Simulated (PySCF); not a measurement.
# Nb²⁺ (niobium, charge +2) across methods

[Kr] 4d2 5p1, one real determinant (an excited configuration). Calculation: PySCF 2.14, in x2c-TZVPPall with one added diffuse shell each of s, p, d, f type (9s7p7d3f1g, 95 functions); the spin-free X2C one-electron Hamiltonian (Gaussian nucleus).

| method | E (hartree) | mean ε 4p β (eV) | mean ε 4d α (eV) | mean ε 5p α (eV) | Σ⟨r²⟩ (bohr²) | ⟨S²⟩ |
| --- | --- | --- | --- | --- | --- | --- |
| PBEsol | -3815.69 | -55.554 | -23.799 | -14.653 | 39.20 | 3.751 |
| r2SCAN | -3818.26 | -56.358 | -24.292 | -14.651 | 39.29 | 3.752 |
| PBE0 | -3817.94 | -57.911 | -25.518 | -15.190 | 39.37 | 3.751 |
| LDA | -3813.64 | -55.756 | -23.791 | -14.720 | 39.13 | 3.750 |
| B3LYP | -3818.31 | -57.458 | -25.098 | -15.042 | 39.34 | 3.751 |
| BLYP | -3818.38 | -55.379 | -23.646 | -14.465 | 39.29 | 3.751 |
| PW91 | -3818.54 | -55.632 | -23.951 | -14.707 | 39.27 | 3.751 |
| PBE | -3817.86 | -55.547 | -23.888 | -14.658 | 39.28 | 3.751 |

Estimate the same row for UHF.

E (hartree) = -3816.24245; mean ε 4p β (eV) = -63.630; mean ε 4d α (eV) = -29.671; mean ε 5p α (eV) = -16.346; Σ⟨r²⟩ (bohr²) = 40.22; ⟨S²⟩ = 3.754.

⟨L²⟩ = 13.83 against 20 for a pure G term, so this real determinant mixes terms.
